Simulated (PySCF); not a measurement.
Method used: delta-SCF UKS SCAN, pcX-2 on the ionised atom, pcseg-1 elsewhere, spin-free X2C (PySCF). Geometries: PBE0-D3(BJ)/def2-SVP; isolated species, one conformer each. Values against the vacuum level.

(1) Rank by computed C 1s binding energy, lowest first.
A. C6 in `[CH3:1][CH:2]([CH3:3])[N:4]1[BH:5][CH:6]=[CH:7][CH:8]=[CH:9]1`
B. C1 in `[CH3:1][CH2:2][C@@H:3]1[CH2:4][C@@H:5]1[S:6](=[O:7])(=[O:8])[O-:9]`
C. C1 in `[CH3:1][C:2]#[C:3][B@@H-:4]([CH2:5][CH3:6])[N+:7]#[C:8][CH3:9]`
D. C1 in `[CH3:1][B:2]([CH3:3])[C:4]([C:5]#[N:6])=[C:7]([CH3:8])[CH3:9]`
E. C2 in `[CH3:1][CH2:2][P@H+:3]([BH2-:4][C:5]#[N:6])[CH:7]1[CH2:8][CH2:9]1`

(2) Order these sites by rising B 1s binding energy.
A. Boron in `CC(C)N1BC=CC=C1`
B. Boron in `[BH3-][n+]1cccc(CC)c1`
C. Boron in `CB(C)C(C#N)=C(C)C`

(3) Order these sites by rising N 1s binding energy.
A. Nitrogen in `CCc1ccc[n+](c1)[BH3-]`
B. Nitrogen in `CC(C)N1BC=CC=C1`
C. Nitrogen in `C(C#N)(B(C)C)=C(C)C`
D. Nitrogen in `CC[P@H+]([BH2-]C#N)C1CC1`

Answers

(1) B (286.71 eV), A (288.94 eV), D (290.15 eV), C (290.81 eV), E (291.48 eV).

From the lowest up, the atoms are bonded to: C and 3 H in a species of charge -1 (286.71); C (double bond), H and B (288.94); 3 H and B (290.15); C and 3 H (290.81); C, 2 H and P (291.48).

(2) B (193.24 eV), A (194.20 eV), C (195.48 eV).

From the lowest up, the atoms are bonded to: N and 3 H (193.24); N, C and H (194.20); 3 C (195.48).

(3) D (403.53 eV), C (404.03 eV), B (405.19 eV), A (406.42 eV).

From the lowest up, the atoms are bonded to: C (triple bond) (403.53); C (triple bond) (404.03); 2 C and B (405.19); 2 C (aromatic in the SMILES) and B (406.42).

2 of these hole states are spin-contaminated (⟨S²⟩ up to 0.95, against 0.75; counted from 0.85) and less certain. The basis sets have no added diffuse functions, a weakness for anions.
